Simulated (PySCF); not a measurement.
Species: C7H11OP.
Numbering: `[CH2:1]=[CH:2][P:3]1[CH2:4][CH2:5][C:6](=[O:7])[CH2:8][CH2:9]1`

NICS is the negative of the GIAO shielding at a point without a nucleus: at the ring centre (0) and 1 Å above and below it (1); zz is the component along the ring normal. Level: GIAO PBE0/pcSseg-1 (PySCF, non-relativistic, gas phase) on the GFN2-xTB geometry, one conformer.

Ring bond lengths (Å), with Mayer bond orders in brackets: P3–C4 1.866 (0.96), C4–C5 1.523 (1.00), C5–C6 1.511 (0.99), C6–C8 1.511 (0.98), C8–C9 1.524 (1.03), C9–P3 1.873 (0.95).

Q: What do the NICS probes read (ppm)?

A: 
```csv
ring,type,NICS(0),"NICS(1), two faces","NICS(1)zz, two faces",rms pucker (Å),"centre to ring atoms, mean (Å)"
P3–C4–C5–C6–C8–C9,6-membered ring with P; formal bonds all single,-0.7,-2.8 / -2.6,0.8 / 2.7,0.33,1.55
```

Q: What do they say, and how far can they be read as aromaticity?

A: 
- P3–C4–C5–C6–C8–C9: mean NICS(1)zz 1.7 ppm, near zero. C4, C5, C8, C9 have four or more neighbours, and the NICS criterion for π rings isn't applied.

Q: How shielded are the nuclei of the rings and their hydrogens (means over atoms taken as equivalent)?

A: 
```csv
atoms,environment,σ isotropic (ppm)
P3,phosphine phosphorus,376.1
C4 (×2),sp3 carbon bound to phosphorus,163.2
C5 (×2),sp3 carbon next to a carbonyl,148.8
C6,ketone carbonyl carbon,-28.2
H on C4 (×4),methylene hydrogen,29.82
H on C5 (×4),methylene hydrogen,29.23
```
